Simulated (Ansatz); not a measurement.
Relaxation of C4H8B2 (14 atoms, charge 0, multiplicity 1), to a largest force component of 0.02 eV/Å in at most 40 steps.

Method: RKS PBE0-D4/STO-3G (Ansatz 0.2.0).

```xyz
14
Properties=species:S:1:pos:R:3
B 0.296 -1.743 1.221
C 1.183 -0.419 1.190
B 0.848 0.479 -0.104
C -0.430 1.257 -0.251
C -1.194 0.770 -1.468
C -1.768 0.407 -2.440
H 0.322 -2.482 0.332
H -0.462 -1.853 2.100
H 1.028 0.201 2.151
H 2.247 -0.748 1.184
H 1.701 0.604 -0.900
H -1.128 1.072 0.655
H -0.359 2.362 -0.352
H -2.295 0.064 -3.289
```

Problem. Where does it end, and by what steps?

Solution. The run converged. Limits of this set-up: minimal basis. After 29 steps the energy has fallen by 1.017 eV; H14 moved furthest, 2.39 Å. Joined: B1–C6 (4.72 → 1.83 Å).

```
step  energy less start (eV)  largest force component (eV/Å)  accepted
   0                  0.0000                           4.704       yes
   2                 -0.4136                           0.506       yes
   4                 -0.4663                           0.179       yes
   6                 -0.5033                           0.317       yes
   8                 -0.5302                           0.140       yes
  10                 -0.5143                           0.883        no
  12                 -0.5618                           0.156       yes
  14                 -0.5979                           0.281       yes
  16                 -0.6682                           0.243       yes
  18                 -0.7666                           0.940       yes
  20                 -0.9420                           0.549       yes
  22                 -0.9918                           0.542       yes
  24                 -1.0034                           0.313        no
  26                 -1.0164                           0.051       yes
  28                 -1.0166                           0.111        no
  29                 -1.0167                           0.008       yes
```

```xyz
14
Properties=species:S:1:pos:R:3
B -0.051 -1.338 -0.036
C 0.739 -0.400 1.081
B 1.101 0.750 0.166
C -0.150 1.682 -0.286
C -1.035 0.588 -0.691
C -1.477 -0.561 -0.877
H 0.590 -1.709 -0.943
H -0.698 -2.146 0.524
H 0.028 -0.180 1.884
H 1.580 -0.982 1.474
H 2.116 0.871 -0.411
H -0.585 2.259 0.546
H 0.080 2.351 -1.129
H -2.250 -1.213 -1.273
```

Whether the end is a true minimum wasn't checked by a vibrational analysis.

The run took 35 s on 1 thread of Intel(R) Xeon(R) 6975P-C (Granite Rapids), with other jobs on the host, peak memory 0.13 GiB.
